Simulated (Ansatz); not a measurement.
GaH2Et (C₂H₇Ga). Total charge 0; singlet. Geometry PBE0-D4/def2-SVP, basis def2-TZVP, Ansatz.

```xyz
10

Ga    0.475   -1.262    0.998
H     0.059   -2.711    0.529
H     1.728   -1.102    1.942
C    -0.523    0.320    0.349
C    -0.028    0.792   -1.022
H    -0.430    1.135    1.085
H    -1.594    0.062    0.292
H    -0.592    1.669   -1.381
H     1.035    1.087   -1.000
H    -0.132    0.010   -1.792
```

```tsv
run	HOMO (eV)	LUMO (eV)
A	-7.30	-1.73
B	-8.84	-0.57
C	-6.31	-2.25
D	-8.60	-0.71
E	-10.33	1.33
F	-7.49	-1.43
```

B3LYP takes the VWN-RPA correlation.

**Question.** The runs used B3LYP, BHLYP, CAM-B3LYP, HF, PBE, PBE0. Estimate which is which.

**Answer.** A B3LYP (20 % exact exchange); B CAM-B3LYP (range-separated); C PBE (0 % exact exchange); D BHLYP (50 % exact exchange); E HF (100 % exact exchange); F PBE0 (25 % exact exchange). Exact exchange lowers occupied and raises empty levels; among semilocal functionals meta-GGAs tend to open the gap a little, and such runs are hard to tell apart. The gap grows from 4.06 eV (PBE) to 11.66 eV (HF).
